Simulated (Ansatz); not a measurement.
`C=C[Te][SiH3]` + `CCl` → `[SiH3][Te]CCl` + `C=C` at 500 K and 1 bar (formal exchange of groups at a Te–C bond).

Computed with Ansatz on PBE0-D4/def2-TZVP structures; ΔE is electronic, products minus reactants. CBS: MP2 limit from def2 TZ/QZ plus the TZ coupled-cluster correction, frozen cores. This one scheme is used for every species. def2 core potentials past Kr. For Te outer-core shells are correlated without core-valence functions, which leaves a few kJ/mol of doubt a bond. One conformer a species, not always the lowest.

```json
{"species": "`C=C[Te][SiH3]`", "CCSD(T)/CBS energy (Eh)": "-636.49984", "H − E (kJ/mol)": "221.1", "S (J/(mol·K))": "425.8"}
{"species": "`CCl`", "CCSD(T)/CBS energy (Eh)": "-499.63220", "H − E (kJ/mol)": "119.3", "S (J/(mol·K))": "258.4"}
{"species": "`[SiH3][Te]CCl`", "CCSD(T)/CBS energy (Eh)": "-1057.64579", "H − E (kJ/mol)": "184.9", "S (J/(mol·K))": "439.4"}
{"species": "`C=C`", "CCSD(T)/CBS energy (Eh)": "-78.48111", "H − E (kJ/mol)": "155.1", "S (J/(mol·K))": "245.3"}
```

H − E and S are ideal-gas, rigid-rotor, harmonic terms from PBE0-D4/def2-TZVP, for one conformer and one mirror image of each species. 1 Eh = 2625.50 kJ/mol, R = 8.31446 J/(mol·K).

Task: By hand: ΔE, ΔH, ΔS and ΔG.

Result: ΔE = (-1057.64579) + (-78.48111) − (-636.49984) − (-499.63220) = 0.00514 Eh = 13.5 kJ/mol. Δ(H − E) = 184.9 + 155.1 − 221.1 − 119.3 = -0.4, so ΔH = 13.1 kJ/mol. ΔS = 439.4 + 245.3 − 425.8 − 258.4 = 0.5 J/(mol·K). ΔG = 13.1 − 500 × (0.5)/1000 = 12.8 kJ/mol.

Task: By hand: the equilibrium constant, and the temperature at which ΔG would vanish if ΔH and ΔS stayed fixed.

Result: log₁₀ K = −ΔG/(RT ln 10) = -1.3. ΔG = 0 at ΔH/ΔS = 26200 K, far beyond where these terms or the molecules hold.

The number of gas molecules stays the same, so ΔS is small and ΔH decides. A doubt of 5 kJ/mol in ΔE shifts log₁₀ K by 0.5 here. Other conformers and mirror images would add mixing entropy, several J/(mol·K) or more a flexible species. Modes under 60 cm⁻¹, often nearly free rotors, make the harmonic entropy too high. These are equilibria of isolated gas molecules and say nothing of rates. Largest T1 diagnostic: 0.011 (customary marks: 0.02 for closed shells, 0.045 for open ones).
